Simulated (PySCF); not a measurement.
PySCF input file for C2Fe, SMILES [C][C][Fe] (connectivity only; charge and spin as stated), neutral, multiplicity 5, PBE-D3(BJ)/def2-TZVP. Coordinates come from a PBE-D3(BJ)/def2-TZVP optimisation. The multiplicity is an assumed one; other spin states were not compared.

```python
import numpy as np
from pyscf import gto, scf, dft, df
from pyscf.hessian import thermo

mol = gto.M(
    atom='''
    Fe    0.00000000    0.00000000    0.75901788
    C     0.00000000    0.00000000   -0.99916705
    C     0.00000000    0.00000000   -2.28991046
    ''',
    basis='def2-TZVP',
    charge=0,
    spin=4,
    max_memory=1600,
    verbose=3,
)
mf = dft.UKS(mol, xc='pbe').density_fit(auxbasis='def2-universal-jkfit')
mf.disp = 'd3bj'
mf.grids.level = 3
mf.conv_tol = 1e-11
mf.max_cycle = 100
mf.kernel()
fine, coarse = mf.grids, dft.Grids(mol).set(level=1).build(with_non0tab=True)
for _ in range(3):  # follow internal instabilities
    mf.grids = coarse
    mo, _, stable, _ = mf.stability(return_status=True, nroots=4)
    mf.grids = fine
    if stable:
        break
    mf.kernel(mf.make_rdm1(mo, mf.mo_occ))

# [left out here: the lines that compute and print the analytic Hessian (its translational invariance restored by hand, since the grid's response is missing), thermochemistry and intensities]
```

Log of the run:

```

WARN: HOMO 0.147995626575677 >= LUMO -0.0444919514301079


WARN: HOMO -1.17934995848372 >= LUMO -1.80146553132574


WARN: HOMO -0.385504615048273 >= LUMO -0.720404680934699


WARN: HOMO -0.496230828396068 >= LUMO -0.590145535265805


WARN: HOMO -0.481168800449929 >= LUMO -0.564490391858904


WARN: HOMO -0.454192431324024 >= LUMO -0.573415915101297


WARN: HOMO -0.390801509754215 >= LUMO -0.588871550213824


WARN: HOMO -0.380019545234455 >= LUMO -0.574483277266019


WARN: HOMO -0.378251723630536 >= LUMO -0.569031169818462


WARN: HOMO -0.360768582171168 >= LUMO -0.559354851891094


WARN: HOMO -0.26235389311292 >= LUMO -0.369488538169715


WARN: HOMO -0.195845220898913 >= LUMO -0.212969801671439


WARN: HOMO -0.147698436204811 >= LUMO -0.252744555559065


WARN: HOMO -0.166702735794432 >= LUMO -0.250264598503691


WARN: HOMO -0.137024726087644 >= LUMO -0.229354364127264


WARN: HOMO -0.141298046219182 >= LUMO -0.232981803646727


WARN: HOMO -0.155814082569871 >= LUMO -0.171924343732589

SCF not converged.
SCF energy = -1339.44306511829 after 100 cycles  <S^2> = 6.0472257  2S+1 = 5.0188547
<class 'pyscf.df.df_jk.DFUKS'> wavefunction has an internal instability
converged SCF energy = -1339.44313292861  <S^2> = 6.0472524  2S+1 = 5.0188654
<class 'pyscf.df.df_jk.DFUKS'> wavefunction is stable in the internal stability analysis

WARN: DFTD3 does not support analytical Hessian, using finite difference


WARN: Mole.unit (angstrom) is changed to Bohr

Mode                                 0                   1                   2
Irrep
Freq [cm^-1]                      165.7679            165.7680            568.1395
Reduced mass [au]                  12.2820             12.2820             15.6945
Force const [Dyne/A]                0.1988              0.1988              2.9848
Char temp [K]                     238.5031            238.5033            817.4262
Normal mode                   x     y     z       x     y     z       x     y     z
       0  Fe                 0.02  0.00 -0.00    0.00 -0.02  0.00    0.00  0.00  0.07
       1   C                -0.24 -0.05  0.00   -0.05  0.24 -0.00   -0.00 -0.00 -0.15
       2   C                 0.14  0.03  0.00    0.03 -0.14 -0.00    0.00  0.00 -0.19
Mode                                 3
Irrep
Freq [cm^-1]                     1719.8952
Reduced mass [au]                  12.0276
Force const [Dyne/A]               20.9621
Char temp [K]                    2474.5463
Normal mode                   x     y     z
       0  Fe                 0.00  0.00  0.01
       1   C                -0.00 -0.00 -0.22
       2   C                 0.00  0.00  0.19
temperature 298.1500 [K]
pressure 101325.00 [Pa]
Rotational constants [GHz] inf 4.72133 4.72133
Symmetry number 1
Zero-point energy (ZPE) 0.00597 [Eh]   15668.512 [J/mol]
                           tot       elec      trans        rot        vib
Entropy [J/mol/K]       267.710     13.382    163.376     68.031     22.921
Cv [J/mol/K]             41.302      0.000     12.472      8.314     20.515
Cp [J/mol/K]             49.616      0.000     20.786      8.314     20.515
Internal energy [J/mol]                      3718.434   2478.956  19378.433
Internal energy [Eh]   -1339.43339  -1339.44313
Enthalpy [J/mol]                             6197.391   2478.956  19378.433
Enthalpy [Eh]          -1339.43245
Gibbs free energy [J/mol]                  -42513.267 -17804.404  12544.505
Gibbs free energy [Eh] -1339.46285
mode   freq/cm-1   IR/(km/mol)
   1      165.77         4.039
   2      165.77         4.039
   3      568.14        19.667
   4     1719.90       127.729
max |gradient| / (hartree/bohr): 9.67598548745483e-06
APT charges: [ 0.6686 -0.6465 -0.0214]
```

The calculation finished and met its thresholds.

Cost: about 120 core-seconds (a rough figure).
